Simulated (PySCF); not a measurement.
SrF, SMILES [F][Sr+], charge +1. The structure is a stationary point at B3LYP-D3(BJ)/def2-TZVPD. The spin state was assumed, not searched. The def2 effective core potentials stand for the cores of Sr; spin–orbit coupling is left out.

These are B3LYP-D3(BJ)/def2-TZVPD in PySCF 2.14.0 values and carry that method's errors.

Harmonic wavenumbers (cm⁻¹): 573. Rotational constants (GHz): 7.925 (linear); symmetry number 1.

Problem. Work out the zero-point energy and the ideal-gas rigid-rotor harmonic-oscillator thermochemistry at 298.15 K and 1 atm.

Solution. ZPE = ½ Σ hcν = ½ × 573 cm⁻¹ = 0.82 kcal/mol. H − E(el) = 3.00 kcal/mol. Entropy in cal/(mol K): translation 39.91, rotation 15.23, vibration 0.50, total 55.64. G − E(el) = -13.59 kcal/mol. Cp = 8.04 cal/(mol K).
